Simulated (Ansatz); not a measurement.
Si16BH24⁺, a doped nanocrystal cut from the lattice of silicon (B on an inner site): single points at one geometry.

```yaml
crystal:
  periodic: [false, false, false]
  atoms:
    - {symbol: Si, position_ang: [-1.853094, -2.588719, 2.684561]}
    - {symbol: Si, position_ang: [1.247282, -2.852051, -0.115994]}
    - {symbol: Si, position_ang: [-1.652014, 2.340111, -2.482705]}
    - {symbol: Si, position_ang: [1.089191, -0.214639, -2.617652]}
    - {symbol: B, position_ang: [-1.339928, -0.192202, 0.040048]}
    - {symbol: Si, position_ang: [1.125736, -0.180071, 2.681084]}
    - {symbol: Si, position_ang: [1.098008, 2.489081, 0.071797]}
    - {symbol: Si, position_ang: [3.878169, -0.131748, 0.043202]}
    - {symbol: Si, position_ang: [-2.844491, -1.167697, 1.050372]}
    - {symbol: Si, position_ang: [-2.780804, 0.861663, -0.985275]}
    - {symbol: Si, position_ang: [-0.328229, -1.431408, -1.160104]}
    - {symbol: Si, position_ang: [-0.295895, -1.466816, 4.041892]}
    - {symbol: Si, position_ang: [2.521238, -1.535335, 1.361878]}
    - {symbol: Si, position_ang: [-0.299843, 1.118632, -3.964978]}
    - {symbol: Si, position_ang: [-0.310162, 3.827116, -1.253292]}
    - {symbol: Si, position_ang: [2.470971, 1.179347, -1.318071]}
    - {symbol: Si, position_ang: [-0.327183, 1.022538, 1.256824]}
    - {symbol: H, position_ang: [-3.012917, -3.096959, 3.510791]}
    - {symbol: H, position_ang: [-1.217258, -3.763777, 1.991673]}
    - {symbol: H, position_ang: [2.169512, -3.415682, -1.170363]}
    - {symbol: H, position_ang: [0.606836, -4.012067, 0.602080]}
    - {symbol: H, position_ang: [-2.768377, 3.066492, -3.203080]}
    - {symbol: H, position_ang: [1.938019, -1.146319, -3.450716]}
    - {symbol: H, position_ang: [1.961576, 0.760904, 3.516304]}
    - {symbol: H, position_ang: [1.936711, 3.310657, 1.021981]}
    - {symbol: H, position_ang: [4.800372, -0.965594, -0.812233]}
    - {symbol: H, position_ang: [4.720345, 0.762995, 0.918993]}
    - {symbol: H, position_ang: [-3.703223, -2.038833, 0.165063]}
    - {symbol: H, position_ang: [-3.772014, -0.243486, 1.802004]}
    - {symbol: H, position_ang: [-3.704372, -0.004942, -1.808809]}
    - {symbol: H, position_ang: [-3.649604, 1.727558, -0.105054]}
    - {symbol: H, position_ang: [-1.228215, -2.280859, -2.032527]}
    - {symbol: H, position_ang: [0.464375, -2.478489, 4.865888]}
    - {symbol: H, position_ang: [-1.054138, -0.559688, 4.977086]}
    - {symbol: H, position_ang: [3.378602, -2.404894, 2.252985]}
    - {symbol: H, position_ang: [-1.153047, 0.270287, -4.873266]}
    - {symbol: H, position_ang: [0.499616, 2.081785, -4.808952]}
    - {symbol: H, position_ang: [0.485983, 4.680304, -2.211697]}
    - {symbol: H, position_ang: [-1.167093, 4.726579, -0.399541]}
    - {symbol: H, position_ang: [3.291628, 2.074935, -2.218309]}
    - {symbol: H, position_ang: [-1.222241, 1.871304, 2.136093]}
basis:
  gaussian: {orbitals: def2-TZVP, fitting: {mean_field: def2-universal-jkfit}, initial_orbitals: start.molden}
total_charge: 1
hamiltonian: {xc: {name: B3LYP}, dispersion: d4}
scf: {omitted_lower_state_checks: [starts]}
output: {orbitals: {seedname: orbitals}}
```

The file start.molden holds the orbitals of an earlier run on this structure, at another level or in another basis.

```sh
$ ansatz run in.yaml --threads 2 --pin off --events-out ev --progress --plain --max-ram 32768MiB --backend cuda --devices 0, --max-vram 18GiB
```

Output, abridged:

```
Functional definition: B3LYP
  name "B3LYP"
  cite "Stephens, Devlin, Chabalowski & Frisch, J. Phys. Chem. 98, 11623 (1994) doi:10.1021/j100096a001"
  cite "Becke, Phys. Rev. A 38, 3098 (1988) doi:10.1103/PhysRevA.38.3098"
  cite "Lee, Yang & Parr, Phys. Rev. B 37, 785 (1988) doi:10.1103/PhysRevB.37.785"
  cite "Vosko, Wilk & Nusair, Can. J. Phys. 58, 1200 (1980) doi:10.1139/p80-159"
  parameter a0 = 0.2
  parameter ax = 0.72
  parameter ac = 0.81
  exchange = (1 - a0 - ax)*slater_x + ax*b88_x + a0*exact_x
  correlation = (1 - ac)*vwn_rpa_c + ac*lyp_c
these checks for a lower state are left out or cut short: starts
2555 factors; integrals over basis functions are off by at most 5.9e-1 eV
mean field evaluation 1: about -127115.6656 eV, gradient 1.5e1 eV
mean field evaluation 2: about -127116.0295 eV, gradient 3.4e-1 eV
mean field evaluation 4: about -127116.0226 eV, gradient 9.1e-4 eV
mean field -127116.02258904 eV, -4671.4276678126 hartree, gradient 1.3e-5 eV, S^2 0.000000; 0 other end points of the search recorded, 0 dependent functions left out
reference -127116.02320299 eV, -4671.4276903748 hartree; 126, 126 occupied and 641, 641 virtual orbitals, 2555 factors
Total energy: -127120.38926167 eV, -4671.5881400718 hartree
Checks for a lower state left out: starts
```

Run time 13 s (2 threads of AMD EPYC 7R13 on a shared host and a share (18 GiB) of an NVIDIA H100 80GB HBM3).

The first input with `gaussian: {orbitals: def2-TZVP, fitting: {mean_field: def2-universal-jkfit}}`, `hamiltonian: {xc: pbe0, dispersion: d4}` (abridged; 11 s):

```
Functional definition: PBE0
mean field evaluation 16: about -127054.8584 eV, gradient 1.3e-3 eV
mean field -127054.85839924 eV, -4669.1799252957 hartree, gradient 4.7e-5 eV, S^2 0.000000
Total energy: -127057.29440036 eV, -4669.2694466857 hartree
Checks for a lower state left out: starts
```

The first input with `hamiltonian: {xc: pbe, dispersion: d4}` (abridged; 8 s):

```
Functional definition: PBE
mean field -127042.38357242 eV, -4668.7214838661 hartree, gradient 1.9e-5 eV, S^2 0.000000
Total energy: -127045.07523407 eV, -4668.8204006071 hartree
Checks for a lower state left out: starts
```

First input, but with `gaussian: {orbitals: def2-SVP, fitting: {mean_field: def2-universal-jkfit}, initial_orbitals: start.molden}`, `hamiltonian: {xc: {name: LC-wPBE, parameters: {omega: 0.15/bohr}}}` (abridged; 11 s):

```
Functional definition: LC-wPBE
mean field -127010.90463195 eV, -4667.5646541408 hartree, gradient 2.5e-5 eV, S^2 0.000000
Total energy: -127010.90463205 eV, -4667.5646541445 hartree
Checks for a lower state left out: starts
```

First input, but with `gaussian: {orbitals: def2-SVP, fitting: {mean_field: def2-universal-jkfit}, initial_orbitals: start.molden}`, `hamiltonian: {xc: {name: LC-wPBE, parameters: {omega: 0.3/bohr}}}` (abridged; 11 s):

```
Functional definition: LC-wPBE
mean field -127017.17235583 eV, -4667.7949887450 hartree, gradient 1.2e-5 eV, S^2 0.000000
Total energy: -127017.17235585 eV, -4667.7949887458 hartree
Checks for a lower state left out: starts
```

Geometry: PBE-D4/def2-SVP, that of the neutral doublet.

B3LYP takes the VWN-RPA correlation. Single mean-field runs in def2-SVP, def2-TZVP are fitted with def2-universal-jkfit.
